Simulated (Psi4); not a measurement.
Relaxed torsion scan: SMILES C(=C/C#C)/C(C)C. Scanned: dihedral C3–C4–C5–C6; all other coordinates were relaxed at GFN2-xTB.

Geometry of the scan point at 60° (Å):
```
17

C      3.1811    -0.9875    -0.3922
C      2.4003    -0.0763    -0.3241
C      1.5538     1.0495    -0.2602
C      0.2299     1.0311    -0.1055
C     -0.6336    -0.1920     0.0421
C     -0.2291    -1.0086     1.2722
C     -0.5689    -1.0577    -1.2195
H      3.8382    -1.8035    -0.4459
H      2.0717     1.9973    -0.3558
H     -0.2871     1.9814    -0.0798
H     -1.6699     0.1383     0.1769
H     -0.2868    -0.3974     2.1707
H      0.7893    -1.3720     1.1656
H     -0.8944    -1.8610     1.3909
H     -1.2301    -1.9157    -1.1204
H     -0.8754    -0.4837    -2.0917
H      0.4454    -1.4142    -1.3786
```

Calculation: PBE-D3(BJ)/def2-SVP // GFN2-xTB run with Psi4.

Scanned values (°): -150, -120, -90, -60, -30, 0, 30, 60, 90, 120, 150, 180.

Problem. Describe the profile: where are the wells and the tops?

Solution. Lower than their neighbours: -120° (0.000 eV), 0° (0.114 eV), 60° (0.102 eV), 120° (0.112 eV). Higher than their neighbours: -30° (0.131 eV), 30° (0.121 eV), 90° (0.120 eV), 150° (0.131 eV). The whole profile spans 0.131 eV.
